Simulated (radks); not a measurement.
The numbers below are computed, except where a source is named.
Neutral dysprosium inside a hard spherical wall (all orbitals vanish at R), configuration held at [Xe] 4f10 6s2 and not refilled when levels cross. Level of theory: scalar-relativistic Kohn-Sham, PBE, spin-polarised, spherical densities, finite nucleus; open shells are filled with parallel spins first (spin-orbit coupling, left out, can overturn this in heavy ions); Fermi nuclear charge, rms radius 5.2218 fm (a radial shooting solver on a logarithmic mesh with Libxc functionals). Eigenvalues in eV for spin up, with the zero of energy where the potential of the charges vanishes at infinity; a dash marks a level that is unbound or too diffuse for the functional's potential to be trusted. A positive occupied level is held by the wall or, in an anion where self-interaction has pushed it up, behind a barrier. The pressure on the wall is -dE/dV.

R (bohr)  E (hartree)  kinetic (hartree)    e(5s)    e(5p)   e(4f)   e(6s)  e(5d, empty)  e(6p, empty)  pressure (GPa)
free      -12156.2832          13112.525  -49.686  -25.920  -4.369  -3.805        -1.303        -1.178               0
15        -12156.2832          13112.525  -49.684  -25.917  -4.366  -3.803        -1.299        -1.162        0.000192
10        -12156.2806          13112.548  -49.516  -25.751  -4.201  -3.672        -1.135        -0.815          0.0585
8         -12156.2661          13112.639  -49.003  -25.246  -3.696  -3.206        -0.642         0.085           0.582
7         -12156.2399          13112.770  -48.406  -24.663  -3.106  -2.557        -0.048         1.213            1.91
5         -12155.9923          13113.753  -45.590  -21.976  -0.225   2.011         3.145         8.357            27.6
4         -12155.4184          13115.899  -42.000  -18.587   3.730  10.592         7.864        20.499             151
2         -12135.4403          13183.297    9.949   40.384  60.799  187.10        88.133        222.95           26300
1.5       -12087.0853          13328.876   109.25   155.80  135.76  484.49        228.05        538.34          195000
